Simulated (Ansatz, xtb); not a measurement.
**Isomers of BCl2HOSi in order of energy**

8 gas-phase structures of BCl2HOSi, found in a search over its isomers (lower ones may exist). Each was relaxed with GFN2-xTB; where two conformers were screened, the lower at r2SCAN-D4/def2-SVP is listed:

A. `O=B[SiH](Cl)Cl`, a singlet
B. a singlet given by its coordinates
C. `ClB1O[Si@@H]1Cl`, a singlet
D. `O=[SiH]B(Cl)Cl`, a singlet
E. a singlet given by its coordinates
F. `ClBO[Si]Cl`, a triplet
G. `ClBO[Si]Cl`, a singlet
H. `O=[Si](Cl)BCl`, a singlet

B (Å):

```yaml
atoms:
  - { symbol: B, position_ang: [0.5975, 0.2762, 0.1493] }
  - { symbol: Cl, position_ang: [-0.2937, 1.3632, 1.1890] }
  - { symbol: Cl, position_ang: [0.0809, -1.3922, 0.0556] }
  - { symbol: O, position_ang: [1.6029, 0.6991, -0.5472] }
  - { symbol: Si, position_ang: [2.7821, 1.2523, -1.5418] }
  - { symbol: H, position_ang: [3.8792, 1.0014, -0.5784] }
```

Close contacts (Å): B1–Cl2 1.75, B1–Cl3 1.75, B1–O4 1.29, O4–Si5 1.64, Si5–H6 1.48.

E (Å):

```yaml
atoms:
  - { symbol: B, position_ang: [1.6746, -0.4284, 1.3870] }
  - { symbol: Cl, position_ang: [0.0068, -2.8384, -0.3378] }
  - { symbol: Cl, position_ang: [2.9821, -1.9684, -1.3509] }
  - { symbol: O, position_ang: [2.0872, -1.6449, 1.5420] }
  - { symbol: Si, position_ang: [1.4165, -1.4081, -0.2188] }
  - { symbol: H, position_ang: [1.6130, 0.5266, 2.0351] }
```

Close contacts (Å): B1–O4 1.29, B1–Si5 1.90, Cl2–Si5 2.01, Cl3–Si5 2.01, O4–Si5 1.90, B1–H6 1.16.

Q: Make a reasoned guess at their ranking by r2SCAN-D4/def2-SVP single-point energy.

A: Calculated order at r2SCAN-D4/def2-SVP: A (0.0), G (3.8), B (66.8), C (69.3), E (81.4), H (203.5), F (209.0), D (213.9) kJ/mol. Less than 1 kcal/mol parts A and G; B and C, so the order within those pairs means little.

Energies above the lowest of each column, in kJ/mol; the last columns are at BLYP-D3(BJ)/def2-SVP geometries and were run for some of them only (a dash: not run or not comparable):

| structure | GFN2-xTB | HF/STO-3G | r2SCAN-D4/def2-SVP | BLYP-D3(BJ)/def2-SVP | CCSD(T)/def2-SVP + ΔMP2/def2-TZVPP |
| --- | --- | --- | --- | --- | --- |
| A | 15.7 | 12.3 | 0.0 | 11.9 | 0.7 |
| G | 0.0 | 0.0 | 3.8 | 0.0 | 0.0 |
| B | 69.9 | 86.2 | 66.8 | 66.7 | 74.9 |
| C | 129.5 | 199.2 | 69.3 | 90.8 | – |
| E | 116.7 | 201.7 | 81.4 | 99.8 | – |
| H | 79.8 | 419.5 | 203.5 | – | – |
| F | – | 230.7 | 209.0 | – | – |
| D | 108.6 | 459.6 | 213.9 | – | – |

CCSD(T)/def2-SVP + ΔMP2/def2-TZVPP has A and G within 1 kcal/mol of each other at the bottom, and every level picks one of them. CCSD(T)/def2-SVP + ΔMP2/def2-TZVPP orders those it was run on as G (0.0), A (0.7), B (74.9) kJ/mol. Less than 1 kcal/mol parts G and A, so the order within that pair means little. Some further structures that were screened fall inside this span and aren't listed. Flexible structures stand in one conformer each, not always the lowest. Frequencies (BLYP-D3(BJ)/def2-SVP) were run for A, B, G alone. The ΔMP2 step shifts differences by up to 21.4 kJ/mol, which makes them less sure. GFN2-xTB has no spin polarisation and isn't compared across spin states. Open shells are spin-unrestricted. ΔMP2 is the change of the MP2 energy from the smaller to the larger basis.

Over these structures GFN2-xTB departs from r2SCAN-D4/def2-SVP by 55.7 kJ/mol on average once a common shift is removed. A GFN2-xTB relaxation took about 0.09 s and the r2SCAN-D4/def2-SVP energy about 1.3 s on a shared host (Ansatz 0.2.0, xtb 6.7.1).
